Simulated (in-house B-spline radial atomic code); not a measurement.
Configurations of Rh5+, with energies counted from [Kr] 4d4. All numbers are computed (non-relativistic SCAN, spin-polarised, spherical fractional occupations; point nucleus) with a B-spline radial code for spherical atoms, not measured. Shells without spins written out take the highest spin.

Occupations are held fixed; configurations that lie above the ionisation limit could autoionise.

```
                                                  configuration  E - E(ref) (eV)  highest orbital  its <r> (bohr)
                         [Kr] 4d(2 up, 1 down) 5p(1 up, 0 down)           35.079            5p up           2.405
                                          [Ar] 3d10 4s2 4p5 4d5           42.037            4d up           1.226
                                                   [Kr] 4d3 4f1           44.414            4f up           2.041
                                      [Ar] 3d10 4s2 4p5 4d4 5f1           101.79            5f up           4.064
[Ar] 3d(4 up, 5 down) 4s2 4p6 4d(3 up, 1 down) 5p(1 up, 0 down)           356.99            5p up           2.361
                                       [Ar] 3d9 4s2 4p6 4d4 4f1           363.96            4f up           1.929
                                       [Ar] 3d9 4s2 4p6 4d4 5d1           365.11            5d up            2.88
```

(1) Order these further configurations by energy, lowest first.
A. [Ar] 3d10 4s2 4p(2 up, 3 down) 4d(4 up, 0 down) 4f(1 up, 0 down)
B. [Ar] 3d10 4s2 4p5 4d4 5d1
C. [Ar] 3d9 4s2 4p6 4d4 5f1
D. [Ar] 3d9 4s2 4p6 4d5
E. [Kr] 4d3 5f1

(2) How far above the reference does [Ar] 3d10 4s2 4p5 4d4 5p1 lie?

(3) How far above the reference does [Kr] 4d(3 up, 1 down) lie?

(4) How far above the reference does [Ar] 3d(5 up, 4 down) 4s2 4p6 4d(2 up, 3 down) lie?

Answers

(1) E (58.089 eV), B (88.854 eV), A (93.395 eV), D (316.61 eV), C (378.26 eV).

(2) 75.515 eV; its least bound orbital is 5p up with <r> = 2.37 bohr.

(3) 3.9242 eV; its least bound orbital is 4d down with <r> = 1.245 bohr.

(4) 325.01 eV; its least bound orbital is 4d up with <r> = 1.199 bohr.
